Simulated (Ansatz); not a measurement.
Reaction (formal exchange of groups at a C–O bond): `C=C(O)OC` + `BF` → `C=C(O)BF` + CH₃OH

Calculated with Ansatz (gas phase, PBE0-D4/def2-TZVP geometries, no zero-point term in ΔE). CCSD(T)/CBS is the MP2 limit (def2-TZVPP, def2-QZVPP) plus CCSD(T) − MP2 in def2-TZVPP, frozen cores. This one scheme is used for every species. DFT in def2-TZVPP. Each species was taken in one conformer, which may not be the lowest.

```json
{"level": "r2SCAN-D4", "ΔE (eV)": "-0.44"}
{"level": "ωB97X-V", "ΔE (eV)": "-0.39"}
{"level": "CCSD/def2-TZVPP", "ΔE (eV)": "-0.47"}
{"level": "MP2/def2-QZVPP", "ΔE (eV)": "-0.47"}
```

Task: What does CCSD(T)/CBS give? (Estimate.)

Result: The calculation gave: -0.50 eV. The listed levels differ from it by 0.06, 0.11, 0.03, 0.03 eV.

Largest T1 diagnostic among the species: 0.013.

In def2-TZVPP, CCSD(T) changes the Hartree–Fock value by −0.08 eV (the triples alone add −0.00 eV) and MP2 by −0.07 eV.
